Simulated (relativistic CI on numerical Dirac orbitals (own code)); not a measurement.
Nb¹¹⁺: q coefficients and field-shift factors

Method of calculation: Dirac-Coulomb-Breit CI, orbitals from a KLI potential per configuration, derivatives by finite differences, unscaled Slater integrals, QED left out (own radial code, finite nucleus).

Configurations in the expansion (outside the closed core [Ar] 3d10): 4s², 4s4p, 4p², 4s4d, 4d², 4s4f, 4p4d, 4f². Levels of other configurations are missing.

With x = (α/α₀)² − 1 an excitation energy changes as ω = ω₀ + qx; K = 2q/ω₀ is the relative enhancement. Terms are leading LS components, so labels can repeat. The field-shift factor is F = δν/δ⟨r²⟩ for the transition from the lowest level.

Lowest level 4s² ¹S0.

```tsv
Level	ω₀ (cm⁻¹)	q (cm⁻¹)	K	F (GHz/fm²)
4s4p ³P°0	183365	7578	0.0827	-27.8
4s4p ³P°1	190194	13360	0.14	-27.9
4s4p ³P°2	208651	34250	0.328	-28.2
4s4p ¹P°1	277238	29770	0.215	-28.6
4p² ³P0	433304	23350	0.108	-57
4p² ³P1	448118	43480	0.194	-57.3
4p² ¹D2	449057	43120	0.192	-55.1
4p² ³P2	472575	68350	0.289	-56.2
4p² ¹S0	521723	63620	0.244	-56.6
4s4d ³D1	580826	36670	0.126	-27.4
4s4d ³D2	582352	38150	0.131	-27.4
4s4d ³D3	584786	40640	0.139	-27.4
4s4d ¹D2	638438	40980	0.128	-31
4p4d ³F°2	773779	46550	0.12	-56.3
4p4d ³F°3	785185	57800	0.147	-56.2
4p4d ¹D°2	799417	60340	0.151	-56.8
4p4d ³F°4	800217	75360	0.188	-56.2
4p4d ³D°1	819945	51270	0.125	-56.8
4p4d ³P°2	823062	63520	0.154	-56.9
4p4d ³P°0	834375	72250	0.173	-57
4p4d ³P°1	836252	72320	0.173	-57
4p4d ³D°3	836656	67760	0.162	-56.2
4p4d ³D°2	838411	73350	0.175	-57
```

At this charge energies of transitions that change n are usually good to better than 1 %, and those within a shell (Δn = 0) to a few per cent.
